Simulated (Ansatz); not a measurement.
This geometry of CH5ClFSbSn (10 atoms, charge 0, multiplicity 1) is a first-order saddle point.

The calculation used Ansatz, RKS PBE0/def2-SVP.

```xyz
10
Properties=species:S:1:pos:R:3
F -2.121 0.699 0.660
Sb -0.414 1.299 1.575
Cl 1.815 1.657 2.625
C 0.334 -0.461 0.679
Sn -0.095 -0.351 -1.466
H -0.305 -1.296 1.014
H 1.390 -0.641 0.914
H -1.507 -1.246 -1.796
H -0.280 1.292 -1.920
H 1.266 -1.003 -2.282
```

Task: Which two structures does it join? (They come from a converged band through this point; their orientation in space is the band's.)

Result: No bond is made or broken. The height of Sb2 over the plane of its neighbours goes from -1.14 to 1.14 Å. The two ends are copies of one structure, up to a mirror image or an exchange of like atoms. The height can change sign by an inversion or by a turn that exchanges like atoms.

Initial state:

```xyz
10
Properties=species:S:1:pos:R:3
F -1.127 1.942 0.453
Sb 0.165 1.332 1.788
Cl -1.234 -0.270 2.845
C 1.014 -0.081 0.424
Sn -0.265 -0.460 -1.296
H 1.177 -1.026 0.966
H 1.989 0.294 0.071
H -1.857 -0.822 -0.805
H -0.200 0.871 -2.365
H 0.420 -1.832 -2.078
```

Final state:

```xyz
10
Properties=species:S:1:pos:R:3
F -1.913 0.779 0.997
Sb -0.328 0.602 2.128
Cl 0.728 2.629 1.479
C 0.681 -0.574 0.653
Sn -0.231 -0.409 -1.317
H 0.674 -1.631 0.965
H 1.727 -0.231 0.596
H -1.680 -1.313 -1.353
H -0.472 1.224 -1.742
H 0.896 -1.126 -2.402
```

Task: How far does it lie above each of them?

Result: 1.40 eV above the first and 1.40 eV above the second. This is the barrier of this one path; another mechanism may lie lower.

Time of the run: 17 min on 2 threads of Intel(R) Xeon(R) Platinum 8488C (Sapphire Rapids) (shared host), peak memory 0.41 GiB.
